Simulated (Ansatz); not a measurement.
System: C$_{3}$H$_{11}$NSi (charge 0, singlet). 
Coordinates optimised at B3LYP-D3(BJ)/def2-TZVP (Ansatz, a first-principles code):
```xyz
16

C     -2.0073     1.0107     0.0730
C     -1.3238    -0.1586     0.7904
Si     0.0142    -1.0040    -0.2187
N      1.2194     0.1293    -0.7037
C      2.0493     0.8779     0.2280
H     -2.4945     0.6789    -0.8466
H     -2.7693     1.4792     0.6997
H     -1.2830     1.7779    -0.2051
H     -0.8862     0.1801     1.7356
H     -2.0578    -0.9227     1.0685
H     -0.5355    -1.5675    -1.4773
H      0.5462    -2.1303     0.6049
H      1.6503    -0.0045    -1.6047
H      2.9293     0.3223     0.5760
H      1.4631     1.1459     1.1091
H      2.3940     1.8121    -0.2216
```

Computed values are from Ansatz. Correlated levels leave the core frozen unless marked. UHF or UKS for open shells. No spin-orbit coupling. No relativistic terms. Basis-set limits of correlation are two-point, X^-3; Hartree-Fock from the larger set.

What is the dipole moment at CCSD(T)/aug-cc-pV(D+d)Z?

0.93 D.

What is the T1 diagnostic at CCSD/cc-pV(Q+d)Z?

0.010.

What is the total energy at CCSD(T)/CBS(cc-pV(T+d)Z,cc-pV(Q+d)Z)?

-464.5678 Eh.

What is the atomisation energy De at CCSD(T)/CBS(cc-pV(T+d)Z,cc-pV(Q+d)Z)?

5855.8 kJ/mol.
